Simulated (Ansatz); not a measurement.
Basis-set extrapolation for `FC[SiH2]O[SiH3]` (PBE0-D4/def2-TZVP geometry, frozen core, the Gaussian-basis code of Ansatz). Multiplicity 1, RHF reference.

```tsv
	def2-TZVPP	def2-QZVPP
HF	-794.312905	-794.342013
MP2 correlation	-0.901074	-0.974731
CCSD(T) correlation	-0.982000	not run
```

Energies in hartree. Use E(X) = E(∞) + A·exp(−7.88·√X) for Hartree–Fock and E(X) = E(∞) + B·X^(−2.97) for correlation, with X = 3 and 4, and add CCSD(T) minus MP2 of the smaller set to the MP2 limit.

Problem. What is the CCSD(T) energy at the basis-set limit?

Solution. HF limit: -794.342013 + (-0.029108) × 0.13774 = -794.34602. MP2 limit: -0.974731 + (-0.073657) × 0.74074 = -1.02929. Higher-order term: -0.982000 − (-0.901074) = -0.08093. Total: -795.45624 hartree, 423.6 kJ/mol below CCSD(T)/def2-TZVPP.
